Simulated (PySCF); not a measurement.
**Ionisation energy of Ho²⁶⁺ by level of theory**

Ho²⁶⁺ [Kr] 4d5 (6S) → Ho²⁷⁺ [Kr] 4d4 (5D), as a difference of total energies. Computed with PySCF 2.14 in an uncontracted even-tempered set (19 s from 1.8 bohr⁻², ratio 2.5; 14 p from 2.3 bohr⁻², ratio 2.5; 9 d from 2.3 bohr⁻², ratio 2.5; 4 f from 11 bohr⁻², ratio 2.7; 3 g from 17 bohr⁻², ratio 2.7), with the spin-free X2C one-electron Hamiltonian (Gaussian nucleus). The calculations carry no spin-orbit coupling.

```csv
method,ionisation energy (eV)
UHF,939.96
PW91,940.13
BLYP,939.58
```

Spin-orbit coupling is strong in these open shells (close to jj coupling). The scalar numbers leave it out and a first-order estimate fails, so it can dominate the gap to the real levels.

Breit and QED terms and the two-electron picture change are absent.

For comparison: 929 ± 4 eV (theoretical estimate listed by NIST; NIST Atomic Spectra Database, ionization energies).
